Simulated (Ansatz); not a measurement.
`[SiH3]P[NH][SbH2]` + SiH₄ → `[SiH3]P[SiH3]` + `[NH2][SbH2]` at 400 K and 1 bar (formal exchange of groups at a P–N bond).

Computed with Ansatz on PBE0-D4/def2-TZVP structures; ΔE is electronic, products minus reactants. CBS: MP2 limit from def2 TZ/QZ plus the TZ coupled-cluster correction, frozen cores. This one scheme is used for every species. def2 core potentials past Kr. For Sb outer-core shells are correlated without core-valence functions, which leaves a few kJ/mol of doubt a bond. One conformer a species, not always the lowest.

```csv
species,CCSD(T)/CBS energy (Eh),H − E (kJ/mol),S (J/(mol·K))
`[SiH3]P[NH][SbH2]`,-928.92166,206.6,431.8
SiH₄,-291.46306,96.9,218.6
`[SiH3]P[SiH3]`,-923.30091,188.9,376.4
`[NH2][SbH2]`,-297.10356,122.5,298.1
```

H − E and S are ideal-gas, rigid-rotor, harmonic terms from PBE0-D4/def2-TZVP, for one conformer and one mirror image of each species. 1 Eh = 2625.50 kJ/mol, R = 8.31446 J/(mol·K).

**Question.** By hand: ΔE, ΔH, ΔS and ΔG.

**Answer.** ΔE = (-923.30091) + (-297.10356) − (-928.92166) − (-291.46306) = -0.01975 Eh = -51.9 kJ/mol. Δ(H − E) = 188.9 + 122.5 − 206.6 − 96.9 = 7.9, so ΔH = -44.0 kJ/mol. ΔS = 376.4 + 298.1 − 431.8 − 218.6 = 24.1 J/(mol·K). ΔG = -44.0 − 400 × (24.1)/1000 = -53.6 kJ/mol.

**Question.** By hand: the equilibrium constant, and the temperature at which ΔG would vanish if ΔH and ΔS stayed fixed.

**Answer.** log₁₀ K = −ΔG/(RT ln 10) = 7.0. ΔH and −TΔS have one sign here, so there is no such temperature.

ΔH outweighs TΔS. A doubt of 5 kJ/mol in ΔE shifts log₁₀ K by 0.7 here. Other conformers and mirror images would add mixing entropy, several J/(mol·K) or more a flexible species. Modes under 60 cm⁻¹, often nearly free rotors, make the harmonic entropy too high. These are equilibria of isolated gas molecules and say nothing of rates. Largest T1 diagnostic: 0.014 (customary marks: 0.02 for closed shells, 0.045 for open ones).
